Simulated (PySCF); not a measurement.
Molfile (atoms numbered from 1):
```
C5H8F4
     RDKit          3D

 17 16  0  0  0  0  0  0  0  0999 V2000
    1.8793    0.7563   -0.4781 C   0  0  0  0  0  0  0  0  0  0  0  0
    0.8624   -0.3731   -0.4907 C   0  0  1  0  0  0  0  0  0  0  0  0
    1.5111   -1.5412   -0.1327 F   0  0  0  0  0  0  0  0  0  0  0  0
   -0.3133   -0.1973    0.4888 C   0  0  2  0  0  0  0  0  0  0  0  0
   -1.2368   -1.4169    0.4468 C   0  0  0  0  0  0  0  0  0  0  0  0
   -1.1184    1.0513    0.1548 C   0  0  0  0  0  0  0  0  0  0  0  0
   -1.4505    1.1165   -1.1445 F   0  0  0  0  0  0  0  0  0  0  0  0
   -0.4704    2.1929    0.4373 F   0  0  0  0  0  0  0  0  0  0  0  0
   -2.2668    1.1072    0.8436 F   0  0  0  0  0  0  0  0  0  0  0  0
    2.7492    0.4514   -1.0549 H   0  0  0  0  0  0  0  0  0  0  0  0
    2.1954    0.9728    0.5395 H   0  0  0  0  0  0  0  0  0  0  0  0
    1.4638    1.6546   -0.9225 H   0  0  0  0  0  0  0  0  0  0  0  0
    0.4800   -0.5476   -1.5052 H   0  0  0  0  0  0  0  0  0  0  0  0
    0.0839   -0.0636    1.5010 H   0  0  0  0  0  0  0  0  0  0  0  0
   -0.6592   -2.3134    0.6522 H   0  0  0  0  0  0  0  0  0  0  0  0
   -2.0234   -1.3273    1.1912 H   0  0  0  0  0  0  0  0  0  0  0  0
   -1.6932   -1.5107   -0.5365 H   0  0  0  0  0  0  0  0  0  0  0  0
  1  2  1  0
  2  3  1  0
  2  4  1  0
  4  5  1  0
  4  6  1  0
  6  7  1  0
  6  8  1  0
  6  9  1  0
  1 10  1  0
  1 11  1  0
  1 12  1  0
  2 13  1  6
  4 14  1  1
  5 15  1  0
  5 16  1  0
  5 17  1  0
M  END
```

Geometry: GFN2-xTB; GIAO shifts from PySCF 2.14.0 with density-fitted response routines, gas phase, non-relativistic, averaged over equivalent atoms.

At HCTH407/cc-pVDZ (166 basis functions, 26 s wall time on 1 thread of an x86-64 server CPU, shared host):
```tsv
atoms	δ (ppm)
C6	133.3
C2	93.5
C4	53.0
C1	23.1
C5	15.2
F7/F8/F9	-95.5
F3	-204.3
H13	4.64
H14	2.03
H10/H11/H12	1.38
H15/H16/H17	1.25
```

References, each an isolated molecule treated in the same way: 13C (σ = 195.43 ppm), 1H (σ = 31.70 ppm) against TMS; 19F (σ = 172.35 ppm) vs CFCl3.

Problem. Predict the values at PBE0/pcSseg-1 on the same geometry.

Solution. 
| atoms | δ at PBE0/pcSseg-1 | change |
| --- | --- | --- |
| C6 | 135.7 | +2.4 |
| C2 | 92.9 | -0.6 |
| C4 | 50.0 | -3.0 |
| C1 | 23.2 | +0.1 |
| C5 | 13.4 | -1.8 |
| F7/F8/F9 | -86.4 | +9.1 |
| F3 | -213.5 | -9.2 |
| H13 | 4.66 | +0.02 |
| H14 | 2.21 | +0.18 |
| H10/H11/H12 | 1.59 | +0.21 |
| H15/H16/H17 | 1.46 | +0.21 |

Shifts are taken against calculated references (same method and geometry level): 13C (σ = 186.93 ppm) and 1H (σ = 31.72 ppm) against TMS; 19F (σ = 170.95 ppm) vs CFCl3.

The largest change is at F3 (fluorine on an sp3 carbon). Cost: 193 basis functions, 23 s wall time on 1 thread of an x86-64 server CPU, shared host. The order of the carbon signals is the same at both levels.

Unscaled 19F shifts against computed CFCl3 carry errors that often reach 10 to 50 ppm.
